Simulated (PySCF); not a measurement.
Stretching BeHg

Set-up: PySCF, scalar-relativistic core potentials, basis sets Be def2-SVP, Hg def2-SVP with ECP60. Energies in eV from Be + Hg in their ground configurations at the same level. State: ¹Σ⁺ (singlet), closed shell.

All columns are TPSS. A positive dipole means Be(−)Hg(+).

```json
{"R (Å)": "2.700", "E (eV)": "-0.023", "μ (D)": "0.76", "Mulliken charge on Be (basis-dependent)": "0.09", "HOMO (eV)": "-4.96", "LUMO (eV)": "-2.21", "Mayer bond order": "0.57", "⟨S²⟩": "0.00"}
{"R (Å)": "2.826", "E (eV)": "-0.047", "μ (D)": "0.65", "Mulliken charge on Be (basis-dependent)": "0.07", "HOMO (eV)": "-5.06", "LUMO (eV)": "-2.15", "Mayer bond order": "0.48", "⟨S²⟩": "0.00"}
{"R (Å)": "2.952", "E (eV)": "-0.058", "μ (D)": "0.55", "Mulliken charge on Be (basis-dependent)": "0.06", "HOMO (eV)": "-5.16", "LUMO (eV)": "-2.11", "Mayer bond order": "0.40", "⟨S²⟩": "0.00"}
{"R (Å)": "3.046", "E (eV)": "-0.060", "μ (D)": "0.47", "Mulliken charge on Be (basis-dependent)": "0.05", "HOMO (eV)": "-5.23", "LUMO (eV)": "-2.08", "Mayer bond order": "0.35", "⟨S²⟩": "0.00"}
{"R (Å)": "3.140", "E (eV)": "-0.059", "μ (D)": "0.41", "Mulliken charge on Be (basis-dependent)": "0.04", "HOMO (eV)": "-5.29", "LUMO (eV)": "-2.06", "Mayer bond order": "0.31", "⟨S²⟩": "0.00"}
{"R (Å)": "3.234", "E (eV)": "-0.057", "μ (D)": "0.35", "Mulliken charge on Be (basis-dependent)": "0.03", "HOMO (eV)": "-5.34", "LUMO (eV)": "-2.07", "Mayer bond order": "0.27", "⟨S²⟩": "0.00"}
{"R (Å)": "3.360", "E (eV)": "-0.051", "μ (D)": "0.28", "Mulliken charge on Be (basis-dependent)": "0.02", "HOMO (eV)": "-5.41", "LUMO (eV)": "-2.07", "Mayer bond order": "0.22", "⟨S²⟩": "0.00"}
{"R (Å)": "3.517", "E (eV)": "-0.044", "μ (D)": "0.21", "Mulliken charge on Be (basis-dependent)": "0.02", "HOMO (eV)": "-5.48", "LUMO (eV)": "-2.08", "Mayer bond order": "0.17", "⟨S²⟩": "0.00"}
{"R (Å)": "3.705", "E (eV)": "-0.034", "μ (D)": "0.14", "Mulliken charge on Be (basis-dependent)": "0.01", "HOMO (eV)": "-5.55", "LUMO (eV)": "-2.08", "Mayer bond order": "0.13", "⟨S²⟩": "0.00"}
{"R (Å)": "3.956", "E (eV)": "-0.024", "μ (D)": "0.08", "Mulliken charge on Be (basis-dependent)": "0.00", "HOMO (eV)": "-5.62", "LUMO (eV)": "-2.06", "Mayer bond order": "0.09", "⟨S²⟩": "0.00"}
```

A fit through these points gives, at Re = 3.065 Å, μ = 0.46 D and dμ/dR = -0.722 D/Å; the reduced mass is 8.627 u.

Question: How strong is the fundamental in the double-harmonic approximation, I = 42.26·(dμ/dR)²/μred km/mol?

Answer: I = 42.26·(-0.722)²/8.627 = 2.55 km/mol at TPSS.

Closed-shell solutions of metal pairs were not tested for spin polarisation, which can lower them a little. The bond is weak. Basis-set superposition, not corrected here, can be much of De in a small basis, most of all at correlated wavefunction levels. Functionals without a dispersion term scatter widely for such bonds, and LDA overbinds them. Spin–orbit coupling is left out.
